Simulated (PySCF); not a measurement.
diboron tetrafluoride cation (B2F4), SMILES FB(F)B(F)F (connectivity only; charge and spin as stated), charge +1, multiplicity 2. Atoms are numbered in the order given.

```xyz
6

F      0.8383    -0.8383    -1.4657
B      0.0000     0.0000    -1.0169
F     -0.8383     0.8383    -1.4657
B      0.0000     0.0000     1.0169
F      0.8383     0.8383     1.4657
F     -0.8383    -0.8383     1.4657
```
Charge +1, spin multiplicity 2.

The structure is a stationary point at PBE0-D3(BJ)/def2-SVP. The multiplicity is an assumed one; other spin states were not compared. Other conformers were not sampled.

The numbers are results of PBE/pcH-1 (PySCF), not measurements.

Unrestricted Kohn–Sham, ⟨S²⟩ = 0.751. Hyperfine tensors hold the contact and dipolar terms, without spin-orbit corrections.

**Question.** Estimate the hyperfine couplings. (An estimate is asked for; the answer gives what the named calculation found.)

**Answer.** 
```json
[
 {"nucleus": "19F no. 1", "A(iso) (MHz)": "205.7", "A(iso) (G)": "73.4", "dipolar principal values (MHz)": "-220.5, -196.8, 417.3"},
 {"nucleus": "11B no. 2", "A(iso) (MHz)": "206.8", "A(iso) (G)": "73.8", "dipolar principal values (MHz)": "-18.3, -16.7, 35.0"},
 {"nucleus": "19F no. 3", "A(iso) (MHz)": "205.7", "A(iso) (G)": "73.4", "dipolar principal values (MHz)": "-220.5, -196.8, 417.3"},
 {"nucleus": "11B no. 4", "A(iso) (MHz)": "206.8", "A(iso) (G)": "73.8", "dipolar principal values (MHz)": "-18.3, -16.7, 35.0"},
 {"nucleus": "19F no. 5", "A(iso) (MHz)": "205.7", "A(iso) (G)": "73.4", "dipolar principal values (MHz)": "-220.5, -196.8, 417.3"},
 {"nucleus": "19F no. 6", "A(iso) (MHz)": "205.7", "A(iso) (G)": "73.4", "dipolar principal values (MHz)": "-220.5, -196.8, 417.3"}
]
```

**Question.** And the g tensor (effective nuclear charges for spin-orbit coupling, GIAO)? (The exact figures need the calculation; the answer reports its results.)

**Answer.** principal values 2.0014, 2.0023, 2.0023; isotropic 2.0020.
